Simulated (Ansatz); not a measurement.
Basis sets compared for Si32H36, a nanocrystal cut from cubic silicon. Charge 0, multiplicity 1. Geometry PBE-D4/def2-SVP. Ansatz on 10 threads of AMD EPYC 7R13 on a shared host and a whole NVIDIA H100 80GB HBM3; times are rough, and most runs start from earlier orbitals.

Cartesian coordinates in Å:
```
Si 3.746 0.507 -1.389
Si 2.779 -2.578 0.684
Si 2.499 2.806 1.448
Si 1.527 -0.274 3.526
Si 0.416 -5.272 -0.786
Si 1.408 -2.159 -2.863
Si 0.169 0.150 -0.048
Si -1.230 0.570 -3.605
Si -2.163 -2.505 -1.524
Si 1.114 3.231 -2.130
Si -2.466 2.850 -0.795
Si -0.792 -2.925 2.024
Si -2.077 -0.678 4.880
Si -3.401 -0.224 1.288
Si -1.080 2.426 2.790
Si -4.840 0.168 -2.266
Si 3.236 -0.745 -3.323
Si 2.132 -3.735 -1.266
Si 4.554 -1.149 0.084
Si 3.199 1.348 3.166
Si 1.886 1.677 -0.531
Si 0.935 -1.397 1.545
Si 0.695 3.941 2.461
Si -0.357 0.850 4.387
Si 0.377 2.213 -4.127
Si -1.421 -4.075 0.067
Si -0.442 -0.976 -2.016
Si -1.684 1.314 0.806
Si -3.114 1.694 -2.744
Si -4.040 -1.365 -0.671
Si -0.809 4.402 -1.425
Si -2.664 -1.787 2.889
H 4.849 1.493 -1.699
H 3.241 -3.572 1.725
H 3.604 3.788 1.134
H 2.003 -1.296 4.533
H 0.897 -6.280 0.230
H 0.018 -6.007 -2.044
H 0.981 -2.882 -4.120
H -1.625 -0.185 -4.854
H -2.543 -3.220 -2.801
H 2.222 4.213 -2.439
H -3.664 3.573 -0.221
H -0.282 -3.912 3.050
H -1.599 -1.676 5.908
H -3.273 0.055 5.438
H -4.584 0.542 1.836
H -2.294 3.155 3.320
H -5.248 -0.559 -3.526
H -6.042 0.903 -1.722
H 4.433 -1.620 -3.617
H 2.982 0.121 -4.527
H 3.343 -4.453 -1.819
H 5.569 -1.970 -0.680
H 5.237 -0.570 1.293
H 4.536 0.717 2.885
H 3.323 2.171 4.427
H 1.165 4.403 3.821
H 0.257 5.152 1.681
H 0.060 1.593 5.637
H 1.508 1.648 -4.944
H -0.306 3.283 -4.947
H -2.561 -5.013 0.397
H -3.576 2.706 -3.769
H -5.108 -2.376 -0.321
H -0.520 5.387 -0.325
H -1.326 5.171 -2.619
H -3.770 -2.786 3.142
```

Single mean-field runs in def2-SVP, def2-TZVP are fitted with def2-universal-jkfit.

Binding counts from free atoms (Si triplet, H doublet) in the same basis, without a counterpoise term.

```csv
level,functions,energy (Eh),HOMO (eV),LUMO (eV),binding per atom (eV),wall time
PBE-D4/def2-SVP,756,-9278.4685,-6.12,-2.40,3.42,4.7 s
PBE0-D4/def2-SVP,756,-9279.4084,-7.07,-1.79,3.42,6 s
```

Question: Estimate the rows for PBE-D4/def2-TZVP, PBE0-D4/def2-TZVP (with forces).

Answer: 
| level | functions | energy (Eh) | HOMO (eV) | LUMO (eV) | binding per atom (eV) | wall time |
| --- | --- | --- | --- | --- | --- | --- |
| PBE-D4/def2-TZVP | 1400 | -9281.6403 | -6.13 | -2.52 | 3.41 | 8 s |
| PBE0-D4/def2-TZVP (with forces) | 1400 | -9282.5461 | -7.04 | -1.86 | 3.41 | 15 s |
